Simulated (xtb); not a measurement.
SiHI, SMILES [SiH]I (connectivity only; charge and spin as stated), neutral, multiplicity 1. All values are semi-empirical tight-binding results from xtb (GFN2-xTB unless named), good for trends rather than for accurate numbers. The structure is a stationary point at GFN2-xTB.

Question: Estimate the properties. (Estimate from the structure and the level; the computed values follow.)

Answer: 
```yaml
point_group_as_xtb_finds_it: Cs
orbital_gap: 2.34 eV
zero_point_energy: 4.6 kcal/mol
G − E(el) at 298.15 K (modified RRHO): -12.1 kcal/mol
static polarisability (D4 model): 66.9 bohr³
solvation energy, GFN2-xTB/ALPB(water): -0.9 kcal/mol
solvation energy, GFN2-xTB/ALPB(thf): -2.6 kcal/mol
```
